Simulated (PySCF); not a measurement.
# Ionising RbTe

UHF; Rb def2-SVP with ECP28, Te def2-SVP with ECP28; scalar-relativistic core potentials (PySCF 2.14). Neutral (UHF): doublet (π ↑), Re = 3.424 Å, ωe = 121 cm⁻¹, De = 1.34 eV, HOMO -5.90 eV, LUMO -0.43 eV.

RbTe⁺ (UHF): triplet (π ↑↑), Re = 3.991 Å, ωe = 53.7 cm⁻¹, De = 0.30 eV to Rb⁺ + Te. The energies at the minima are -290.84838 hartree for RbTe and -290.67031 for RbTe⁺.

**Question.** Work out the adiabatic ionisation energy, without and with harmonic zero-point energies (1 hartree = 27.2114 eV, 1 eV = 8065.5 cm⁻¹), and the change of the bond length.

**Answer.** At UHF: 0.17807 hartree = 4.846 eV between the minima; the zero-point term (53.7 − 121.0)/2 cm⁻¹ = -0.004 eV makes it 4.841 eV. Re changes by +56.7 pm against the neutral. The electron leaves a π orbital, and the ion is left as a loose complex of an ion and an atom.

Spin–orbit coupling is left out, which matters for elements this heavy, above all for dissociation energies. For an ion De counts to the pair picked by the measured ionisation energies or electron affinities, which need not be the lowest pair at this level. Hartree–Fock leaves out correlation, which carries a large part of most bond energies and some tenths to 1 eV of ionisation energies. States were picked by a PBE0 search and need not be the measured ground states.
